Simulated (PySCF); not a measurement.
C₆ coefficients of unlike pairs at PBE

Calculated with PySCF 2.14 from the dipole response of each species, C₆(A,B) = (3/π) ∫ α_A(iu) α_B(iu) du, in atomic units, from isotropic polarisabilities. For ions this is the dispersion term alone; charge-induced terms of lower order in 1/R come first.

```csv
species,configuration,basis,relativity,α (bohr³),C₆ (like pair)
Mn⁺,[Ar] 3d5 4s1 (7S),def2-QZVPPD (11s6p5d4f2g),none,28.53,148.8
Ne²⁺,[He] 2s2 2p4 (3P),aug-cc-pV5Z (7s6p5d4f3g2h),none,0.8717,1.108
Ti²⁺,[Ar] 3d2 (3F),def2-QZVPPD (11s6p5d3f2g),none,5.133,15.31
Ar³⁺,[Ne] 3s2 3p3 (4S),aug-cc-pwCVTZ (8s7p5d3f),none,3.609,9.803
```

Problem. Estimate C₆ for Ne²⁺ with Mn⁺.

Solution. The integral gives 9.293. The combination rule 2 C_A C_B / (C_A α_B/α_A + C_B α_A/α_B) gives 8.081 and the geometric mean 12.84.

No spin-orbit coupling is included.

The other pairs:

| pair | C₆ |
| --- | --- |
| Ar³⁺, Ne²⁺ | 3.117 |
| Ti²⁺, Mn⁺ | 42.17 |
| Ar³⁺, Mn⁺ | 32.76 |
| Ti²⁺, Ne²⁺ | 3.914 |
| Ar³⁺, Ti²⁺ | 12.20 |
